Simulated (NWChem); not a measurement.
System: SiN₂H₆; SMILES N[SiH2]N

Parts of the log:

```
             Northwest Computational Chemistry Package (NWChem) 7.3.0
             --------------------------------------------------------

                             Geometry "geometry" -> ""
                             -------------------------

 Output coordinates in angstroms (scale by  1.889725989 to convert to a.u.)

  No.       Tag          Charge          X              Y              Z
 ---- ---------------- ---------- -------------- -------------- --------------
    1 Si                  14.0000     0.43948200    -0.00169700     0.07398500
    2 N                    7.0000    -0.65460000     1.33138600     0.07629800
    3 N                    7.0000    -0.47922500    -1.45563700    -0.04721000
    4 H                    1.0000     1.40936800    -0.10949300    -1.06723000
    5 H                    1.0000     1.24788000     0.21331000     1.32090500
    6 H                    1.0000    -1.29460500     1.48705300    -0.69387200
    7 H                    1.0000    -0.40450000     2.19672800     0.53912100
    8 H                    1.0000    -0.07844800    -2.28242400    -0.47274600
    9 H                    1.0000    -1.18774200    -1.68897500     0.63864200

 Effective nuclear repulsion energy (a.u.)     118.9493440197

                              NWChem Property Module
                              ----------------------

                                 NWChem DFT Module
                                 -----------------

 Summary of "ao basis" -> "ao basis" (spherical)
 ------------------------------------------------------------------------------
       Tag                 Description            Shells   Functions and Types
 ---------------- ------------------------------  ------  ---------------------
 Si                         6-31+g*                 10       22   5s4p1d
 N                          6-31+g*                  8       18   4s3p1d
 H                          6-31+g*                  2        2   2s

            General Information
            -------------------
          SCF calculation type: DFT
          Wavefunction type:  closed shell.
          No. of atoms     :     9
          No. of electrons :    34
           Alpha electrons :    17
            Beta electrons :    17
          Charge           :     0
          Spin multiplicity:     1
          Use of symmetry is: off; symmetry adaption is: off
          Maximum number of iterations: 150
          AO basis - number of functions:    70
                     number of shells:    38
          Convergence on energy requested:  1.00D-06
          Convergence on density requested:  1.00D-05
          Convergence on gradient requested:  5.00D-04

              XC Information
              --------------
                         PBE0 Method XC Functional
                     Hartree-Fock (Exact) Exchange  0.250
          PerdewBurkeErnzerhof Exchange Functional  0.750
            Perdew 1991 LDA Correlation Functional  1.000 local
           PerdewBurkeErnz. Correlation Functional  1.000 non-local

             Grid Information
             ----------------
          Grid used for XC integration:  medium
          Radial quadrature: Mura-Knowles
          Angular quadrature: Lebedev.
          Tag              B.-S. Rad. Rad. Pts. Rad. Cut. Ang. Pts.
          ---              ---------- --------- --------- ---------
          Si                  1.10       88          10.0       590
          N                   0.65       49          11.0       434
          H                   0.35       45          11.0       434
          Grid pruning is: on
          Number of quadrature shells:   456
          Spatial weights used:  Erf1

      Superposition of Atomic Density Guess
      -------------------------------------

 Sum of atomic energies:        -400.39845759

      Non-variational initial energy
      ------------------------------

 Total energy =    -401.826765
 1-e energy   =    -786.479139
 2-e energy   =     265.703030
 HOMO         =      -0.336354
 LUMO         =       0.024807

   convergence    iter        energy       DeltaE   RMS-Dens  Diis-err
 ---------------- ----- ----------------- --------- --------- ---------
 d= 0,ls=0.0,diis     1   -402.3253632501 -5.21D+02  1.43D-02  4.87D-01
 d= 0,ls=0.0,diis     2   -402.3171288875  8.23D-03  7.64D-03  5.51D-01
 d= 0,ls=0.0,diis     3   -402.3771955002 -6.01D-02  1.37D-03  2.09D-02
 d= 0,ls=0.0,diis     4   -402.3795943506 -2.40D-03  2.14D-04  9.78D-05
 d= 0,ls=0.0,diis     5   -402.3796065785 -1.22D-05  3.18D-05  1.90D-06
 d= 0,ls=0.0,diis     6   -402.3796068346 -2.56D-07  6.90D-06  2.52D-07

         Total DFT energy =     -402.379606834551
      One electron energy =     -790.209170816399
           Coulomb energy =      305.656706679146
    Exchange-Corr. energy =      -36.776486716971
 Nuclear repulsion energy =      118.949344019673

 Numeric. integr. density =       34.000004552815

                       DFT Final Molecular Orbital Analysis
                       ------------------------------------

[...]

 DFT Linear Response polarizability / au
 Frequency  =       0.0000000 / au
              X              Y              Z
 -----------------------------------------------
 X      41.2920347     -0.1894208      0.0623739
 Y      -0.1894246     42.9681626      1.4361471
 Z       0.0623694      1.4361211     38.7379005
 -----------------------------------------------
 Eigenvalues =      41.2840248     43.4220973     38.2919757
 Isotropic   =      40.9993659
 Anisotropic =       4.4632869
 -----------------------------------------------

 Magnetic Dipole Response Matrix (nonzero elements):

 Exiting AOResponse driver routine
```

Level: PBE0/6-31+G* (spherical d). Structure relaxed at the PBE0/def2-SVP level.

Problem. Which NWChem input produces such a log?

Solution. Several could match; the one computed here: the input that was run:
```
start job
memory heap 200 mb stack 900 mb global 1100 mb
geometry units angstroms noautosym nocenter noautoz
  Si     0.439482    -0.001697     0.073985
  N     -0.654600     1.331386     0.076298
  N     -0.479225    -1.455637    -0.047210
  H      1.409368    -0.109493    -1.067230
  H      1.247880     0.213310     1.320905
  H     -1.294605     1.487053    -0.693872
  H     -0.404500     2.196728     0.539121
  H     -0.078448    -2.282424    -0.472746
  H     -1.187742    -1.688975     0.638642
end
basis spherical
  * library 6-31+g*
end
dft
  xc pbe0
  iterations 150
end
property
  response 1 0.0
end
task dft property
```
